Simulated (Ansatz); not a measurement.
GaP₂. Charge 0, multiplicity 4. Geometry PBE0-D4/def2-TZVP; atoms count from 1.

Cartesian coordinates in Å:
```
Ga -0.2270 -0.7045 1.1685
P 1.0241 -0.2070 -0.7445
P -0.7971 0.9115 -0.4241
```

At PBE0-D4/def2-TZVP a doublet of charge 0 lies 1.43 eV below the quartet, each at its own geometry. The structure comes from a short search, and lower isomers may exist.

Estimate the Mulliken populations from the PBE0/def2-TZVP orbitals of Ansatz.


| atom | charge (e) | spin (α − β) |
| --- | --- | --- |
| Ga1 | 0.29 | 0.74 |
| P2 | -0.15 | 1.13 |
| P3 | -0.15 | 1.13 |
Mulliken values depend strongly on the basis.

Where does the spin sit?

Summed by element: Ga 0.74, P 2.26, of 3 unpaired in all. Largest on single atoms: P3 1.13, P2 1.13, Ga1 0.74.

And the Mayer bond orders between heavy atoms (over 0.3)?

Ga1–P2 1.00 (2.34 Å); Ga1–P3 1.00 (2.34 Å); P2–P3 1.41 (2.16 Å).
